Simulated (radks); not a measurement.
Spherical quantum dot in the effective-mass picture: electrons in a parabolic well V = omega^2 r^2 / 2 with omega = 1.16, with a point charge +2 (a donor) at the centre, all in effective atomic units (hartree* = m*/eps^2 hartree, bohr* = eps/m* bohr), one dielectric constant everywhere. Method: non-relativistic Kohn-Sham, PBEsol, spin-polarised, spherical densities; computed with a radial shooting solver with Libxc functionals. Levels are named by radial order and angular momentum (1s, 1p, 1d, 2s, ...), and open shells are averaged over m.

N = 19, configuration 1s2 1p6 1d(up 5, down 4) 2s2. This is the lowest configuration that the search found. Occupied and some empty levels:

level    occupation  eigenvalue (hartree*)  <r> (bohr*)
1s up             1                 9.4660       0.9158
1s down           1                 9.4713       0.9111
1p up             3                 10.658        1.766
1p down           3                 10.674        1.763
2s up             1                 10.921        1.817
2s down           1                 10.935        1.819
1d up             5                 11.384        2.092
1d down           4                 11.402        2.092
1f up             0                 12.133        2.321
1f down           0                 12.151        2.323
2p up             0                 12.187        2.020
2p down           0                 12.198        2.021
1g up             0                 12.927        2.510
1g down           0                 12.944        2.512

Energy (hartree*): total 122.674, kinetic 23.513, external 21.294, Hartree 87.635, exchange-correlation -9.7674.
